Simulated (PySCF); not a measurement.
Radial density of Ne(2+) (neon, charge +2)

UHF, [He] 2s2 2p4, high-spin 3P determinant. All numbers are calculated (PySCF 2.14, scalar relativity by spin-free X2C-1e, in aug-cc-pVTZ-DK (5s4p3d2f, 46 functions)).

| r (bohr) | 4πr²ρ (e/bohr) | 4πr²(ρα − ρβ) |
| --- | --- | --- |
| 0.00290 | 0.06739 | 0.0000 |
| 0.00488 | 0.1815 | 0.0000 |
| 0.00821 | 0.4686 | 0.0001 |
| 0.0138 | 1.168 | 0.0003 |
| 0.0232 | 2.711 | 0.0011 |
| 0.0391 | 5.566 | 0.0049 |
| 0.0657 | 9.251 | 0.0246 |
| 0.111 | 10.91 | 0.1235 |
| 0.186 | 7.759 | 0.4883 |
| 0.313 | 4.887 | 1.4232 |
| 0.526 | 6.817 | 2.3535 |
| 0.885 | 5.436 | 1.7038 |
| 1.49 | 1.204 | 0.3541 |
| 2.50 | 0.04424 | 0.0099 |
| 4.21 | 1.639e-05 | 0.0000 |

Densities and radii are taken from the X2C orbitals without a picture-change correction, which distorts them close to the nucleus.
